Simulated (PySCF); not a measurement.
C8H5N5, SMILES C12N=CN=C3N1C(=NC=C3)N=CC=2. The structure is a stationary point at PBE-D3(BJ)/def2-SVP.

Computed equilibrium geometry at PBE-D3(BJ)/def2-SVP (PySCF confirms it by a frequency run) as a Z-matrix, and its point group:
point group C2v.
```
N
C 1 1.4113
N 2 1.3499 1 120.63
C 3 1.3354 2 116.54 1 0.00
N 4 1.3354 3 127.77 2 0.00
C 5 1.3499 4 116.54 3 0.00
H 4 1.1062 5 116.11 6 180.00
C 6 1.4075 5 122.87 4 180.00
H 8 1.0964 6 117.86 5 0.00
C 8 1.3969 9 123.39 6 180.00
N 10 1.3359 8 124.60 9 180.00
C 11 1.3424 10 118.92 8 0.00
N 12 1.3424 11 119.64 10 180.00
C 13 1.3359 12 118.92 11 180.00
C 14 1.3969 13 124.60 12 0.00
H 15 1.0964 14 123.39 13 180.00
H 14 1.1052 13 115.88 12 180.00
H 10 1.1052 11 115.88 12 180.00
```
Charge 0, spin multiplicity 1.
